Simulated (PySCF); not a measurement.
Theory: PySCF, delta-SCF UKS SCAN, pcX-2 on the ionised atom, pcseg-1 elsewhere, spin-free X2C. Geometries: PBE0-D3(BJ)/def2-SVP; isolated species, one conformer each. Values against the vacuum level.

**Question.** Rank by computed C 1s binding energy, lowest first.
A. C5 in `[CH2:1]=[CH:2][C@@H:3]1[CH2:4][C@@:5]1([CH3:6])[C:7](=[O:8])[Cl:9]`
B. C5 in `[CH:1]#[C:2][P@@:3](=[Se:4])([CH:5]=[CH2:6])[CH:7]1[CH2:8][CH2:9]1`
C. C7 in `[N:1]#[C:2][c:3]1[cH:4][cH:5][cH:6][c:7]([F:8])[p:9]1`

**Answer.** B (290.62 eV), A (291.47 eV), C (293.18 eV).

The highest is bonded to F, C (aromatic in the SMILES) and P (aromatic in the SMILES), the lowest to C (double bond), H and P; the range is 2.56 eV.

1 of these hole states is spin-contaminated (⟨S²⟩ 0.86, against 0.75; counted from 0.85) and less certain.
